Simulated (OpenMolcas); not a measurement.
## Cr³⁺: the spin-orbit constant, worked from levels

```
Program             : OpenMolcas
Basis               : ANO-R3 [7s5p5d3f1g]
Scalar Hamiltonian  : X2C, finite nucleus
Active space        : 3 electrons in 5 orbitals (3d)
State averaging     : 2S+1 = 4 even, 10 roots; 2S+1 = 2 even, 40 roots
Spin-orbit coupling : RASSI with atomic mean-field integrals over the reference wave functions, term energies averaged over their components
```

Methods: CASSCF; MS-CASPT2, IPEA 0.25 Eh, imaginary shift 0.1 Eh (closed shells correlated: 3s 3p). Measured levels: Sugar and Corliss, J. Phys. Chem. Ref. Data 6, 317 (1977).

**The spin-orbit constant.** For the Hund term 4F of d3, E(J) = (A/2) J(J+1) + constant and ζ = 2S·A = 3A. From J = 3/2 to J = 9/2 the energy changes by 10.5 A.

```tsv
Source	E(9/2) - E(3/2)	A	ζ
CASSCF	990.6	94.3	283
MS-CASPT2	991.8	94.5	283
measured	945.6	90.1	270
```

All in cm-1. MS-CASPT2 is off by +4.9 % and CASSCF by +4.8 %. Both methods take the spin-orbit matrix elements from the reference wave functions, so the second can move ζ only through the term energies and any multistate remixing. Second-order mixing with other terms is absorbed into this ζ.

Term energies are means over components that CASPT2 splits; among the terms shown or strongly mixed into the levels shown the widest spread is 780 cm-1 (3d3 4F, MS-CASPT2). Without dynamic correlation excited terms often stand tens of per cent too high (terms of higher spin than the ground term too low), and those without a measured partner can miss by more than the paired ones (holds for CASSCF). Measured partners are found by configuration, term and J. A level has none where our copy of the source lacks it or the pairing is in doubt (some pairs that miss far off the trend of their configuration count as doubtful), and it then counts in no deviation. Levels of configurations outside the active space are missing.
